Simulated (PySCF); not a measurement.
B(Me)(OMe)(SiH3) (C2H9BOSi), SMILES COB(C)[SiH3]. The structure is a stationary point at B3LYP-D3(BJ)/def2-SVP. The structure was generated by enumeration, and PubChem lists no compound with its InChIKey, so it may never have been made. One conformer was computed; it need not be the lowest.

Computed equilibrium geometry at B3LYP-D3(BJ)/def2-SVP (PySCF confirms it by a frequency run) as a Z-matrix (one conformer of several):
```
B
O 1 1.3521
C 2 1.4121 1 126.38
H 3 1.1012 2 109.16 1 121.61
H 3 1.1013 4 108.44 2 -118.87
H 3 1.1030 4 108.76 5 -118.12
C 1 1.5734 2 117.48 3 179.88
H 7 1.1014 1 112.97 2 0.30
H 7 1.1051 8 108.88 1 -123.02
H 7 1.1053 8 108.83 9 -114.16
Si 1 2.0576 2 122.38 3 -0.04
H 11 1.4952 1 110.77 2 -179.92
H 11 1.4993 12 107.35 1 122.97
H 11 1.4993 12 107.33 13 114.03
```
Charge 0, spin multiplicity 1.
